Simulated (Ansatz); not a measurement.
Ansatz results at the PBE0-D4/def2-TZVP geometry: size of the dipole moment (PBE/def2-TZVPP) 0.23 D; HOMO–LUMO gap (PBE/def2-TZVPP) 3.83 eV; LUMO energy (B3LYP/def2-TZVPP) -1.66 eV.

Each molecule was computed in one conformer, which needn't be the lowest.

Question: Which molecule gave them?
A. `C[SiH2]C(F)Br`
B. `BCC(C)=O`
C. `C=C(F)C#CC`
D. `[AlH2][CH2][CH2][GeH3]`

Answer: D. The others give `C=C(F)C#CC`: 2.24, 4.22, -0.95; `C[SiH2]C(F)Br`: 1.48, 5.19, -0.70; `BCC(C)=O`: 2.74, 2.95, -1.92.

B3LYP here is the variant with VWN-RPA as its local correlation; programs differ in this.
